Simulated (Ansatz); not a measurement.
Start from `CBC[SiH2]C` and change one atom or group to get `CBC[SiH2]O`.

Ansatz, PBE0-D4/def2-TZVP geometries, multiplicity 1. Each molecule was computed in one conformer, which needn't be the lowest.

| property | `CBC[SiH2]C` |
| --- | --- |
| HOMO–LUMO gap (PBE/def2-TZVPP) / eV | 5.45 |
| HOMO–LUMO gap (B3LYP/def2-TZVPP) / eV | 7.31 |
| HOMO energy (B3LYP/def2-TZVPP) / eV | -8.18 |
| LUMO energy (ωB97M-V/def2-TZVPP) / eV | 1.23 |
| HOMO energy (PBE/def2-TZVPP) / eV | -7.08 |
| LUMO energy (PBE/def2-TZVPP) / eV | -1.63 |

Task: What does the change do to each property? (An estimate is asked.)

Result: The calculation gave: 
```tsv
property	`CBC[SiH2]O`	shift
HOMO–LUMO gap (PBE/def2-TZVPP) / eV	5.23	-0.22
HOMO–LUMO gap (B3LYP/def2-TZVPP) / eV	7.28	-0.03
HOMO energy (B3LYP/def2-TZVPP) / eV	-8.37	-0.19
LUMO energy (ωB97M-V/def2-TZVPP) / eV	1.03	-0.20
HOMO energy (PBE/def2-TZVPP) / eV	-7.08	0.00
LUMO energy (PBE/def2-TZVPP) / eV	-1.85	-0.22
```

B3LYP here is the variant with VWN-RPA as its local correlation; programs differ in this.
